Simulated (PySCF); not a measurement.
Match each property card to its molecule.

Structures:
1. `C=COC(=O)/C=C/C`
2. `[SiH3]CC[SiH2]Cl`
3. `C=C([S-])C#N`
4. `OCC1=CC=C(Cl)C=C1`

Card P (geometry GFN2-xTB):
* Rotational constants A, B, C: 3.779, 1.191, 1.079 GHz
* Static isotropic polarisability (wB97X-D/def2-SVPD): 89.1 au
* Strongest line among the 8 lowest singlet transitions (TDDFT wB97X-D/def2-SVPD): S4 at 8.36 eV (148 nm, f = 0.047)
* Point group: C1
* Dipole moment (wB97X-D/def2-SVPD): 1.62 D
* Lowest singlet excitation (TDDFT wB97X-D/def2-SVPD): 7.60 eV (163 nm, f = 0.003)

Card Q (geometry PBE0-D3(BJ)/def2-SVP):
* Rotational constants A, B, C: 4.639, 0.666, 0.590 GHz
* Static isotropic polarisability (CAM-B3LYP/def2-SVPD): 100.0 au
* HOMO energy (CAM-B3LYP/def2-SVPD): -8.28 eV
* Point group: C1
* Strongest line among the 6 lowest singlet transitions (TDDFT CAM-B3LYP/def2-SVPD): S5 at 6.78 eV (183 nm, f = 0.553)
* Dipole moment (CAM-B3LYP/def2-SVPD): 1.46 D
* Lowest singlet excitation (TDDFT CAM-B3LYP/def2-SVPD): 5.20 eV (238 nm, f = 0.005)

Card R (geometry GFN2-xTB):
- Rotational constants A, B, C: 7.391, 0.879, 0.789 GHz
- Static isotropic polarisability (PBE0/def2-SVPD): 87.7 au
- 13C chemical shifts (computed TMS as zero) by class (GIAO PBE0/pcSseg-1): 168.2 (1 C), 158.9 (1 C), 149.5 (1 C), 128.4 (1 C), 101.4 (1 C), 22.5 (1 C) ppm
- Strongest line among the 6 lowest singlet transitions (TDDFT PBE0/def2-SVPD): S3 at 5.97 eV (208 nm, f = 0.407)
- Lowest singlet excitation (TDDFT PBE0/def2-SVPD): 4.94 eV (251 nm, f = 0.000)

Card S (geometry PBE0-D3(BJ)/def2-SVP):
- Rotational constants A, B, C: 6.848, 3.248, 2.203 GHz
- 13C chemical shifts (computed TMS as zero) by class (GIAO KT2/pcSseg-2): 145.7 (1 C), 122.7 (1 C), 105.4 (1 C) ppm
- Point group: Cs
- HOMO energy (KT2/pcSseg-2): -0.09 eV
- Isotropic shieldings of nuclei other than C and H, by class (GIAO KT2/pcSseg-2): 14 (1 N), 382 (1 S) ppm

All species are isolated and taken at one optimised geometry, non-relativistic unless stated. Electronic properties by PySCF. NMR classes are plain means over equivalent atoms (diastereotopic ones count apart unless rotation or inversion swaps them), as if these changed places fast.

Which card belongs to which structure?

P = 2, Q = 4, R = 1, S = 3. What ties each card to its structure:
- 1 (card R), C6H8O2, monoisotopic mass 112.1 u, 8 heavy atoms: 6 C in 6 classes; the least shielded carbon (168.2 ppm) is an ester carbonyl carbon; an asymmetric top with C = 0.789 GHz; polarisability 87.7 au for 60 electrons.
- 2 (card P), C2H9ClSi2, monoisotopic mass 124.0 u, 5 heavy atoms: an asymmetric top with C = 1.079 GHz; polarisability 89.1 au for 66 electrons; dipole 1.62 D.
- 3 (card S), [C3H2NS]-, monoisotopic mass 84.0 u, 5 heavy atoms: 3 C in 3 classes; a HOMO at -0.09 eV for the only species of charge -1; the least shielded carbon (145.7 ppm) is a fully substituted alkene carbon; an asymmetric top with C = 2.203 GHz, the highest such constant on the cards.
- 4 (card Q), C7H7ClO, monoisotopic mass 142.0 u, 9 heavy atoms: an asymmetric top with C = 0.590 GHz, the lowest such constant on the cards; polarisability 100.0 au for 74 electrons; dipole 1.46 D.
